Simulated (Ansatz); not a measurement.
C2H6BGaO (`[BH]1CO[CH2][GaH]1`). The species carries charge 0 and has multiplicity 1.

```xyz
11

B    -0.601    0.113   -1.324
C    -0.484    1.156   -0.248
O     0.018    0.974    0.986
C     0.467   -0.363    1.309
Ga    0.155   -1.512   -0.311
H    -1.068    0.423   -2.375
H     0.449    1.012   -1.153
H    -0.810    2.193   -0.348
H    -0.089   -0.672    2.200
H     1.517   -0.278    1.607
H     0.446   -3.046   -0.343
```

**Question.** What are the harmonic wavenumbers in cm⁻¹ at PBE0-D4/def2-TZVP (Ansatz, finite differences of forces, unscaled)? (Best estimate.)

**Answer.** Ansatz gave: 153, 326, 347, 409, 442, 542, 571, 603, 631, 699, 723, 864, 934, 1054, 1101, 1172, 1211, 1228, 1320, 1392, 1454, 1954, 1988, 2666, 3047, 3093, 3132.

**Question.** Is this a minimum?

**Answer.** Yes, all 27 modes are real.

**Question.** Give the ideal-gas thermochemistry at 298.15 K and 1 bar (rigid rotor, harmonic oscillator; point group C1, symmetry number 1).

**Answer.** Zero-point energy 197.7 kJ/mol; H(298) − E = 215.8 kJ/mol; entropy 321.9 J/(mol·K), of which translation 169.2, rotation 111.1, vibration 41.6; G(298) − E = 119.8 kJ/mol.

**Question.** And at 400, 500, 600, 800 and 1000 K?

**Answer.** 
```csv
T (K),H − E (kJ/mol),S (J/mol/K),G − E (kJ/mol)
400,227.5,355.5,85.3
500,241.2,386.2,48.1
600,256.8,414.5,8.1
800,292.1,465.1,-80.0
1000,331.3,508.7,-177.5
```

**Question.** Rotational constants (cm⁻¹)?

**Answer.** 0.2088, 0.09759, 0.06799.
